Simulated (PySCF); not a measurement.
Ionisation energy of F²⁺ by level of theory

F²⁺ [He] 2s2 2p3 (4S) → F³⁺ [He] 2s2 2p2 (3P), as a difference of total energies. Computed with PySCF 2.14 in aug-cc-pwCVQZ, with no relativity, point nucleus. Correlated levels: valence and next inner shell: nothing frozen. The calculations carry no spin-orbit coupling.

```csv
method,ionisation energy (eV),difference from reference (eV)
UHF,62.255,-0.453
MP2 (valence and next inner shell),62.960,+0.252
SCS-MP2 (valence and next inner shell),62.669,-0.039
CCSD (valence and next inner shell),62.739,+0.031
CCSD(T) (valence and next inner shell),62.740,+0.032
```

Reference: 62.708 eV (semi-empirical (NIST evaluation); NIST Atomic Spectra Database, ionization energies).

Errors of the correlated levels include the incompleteness of this basis.
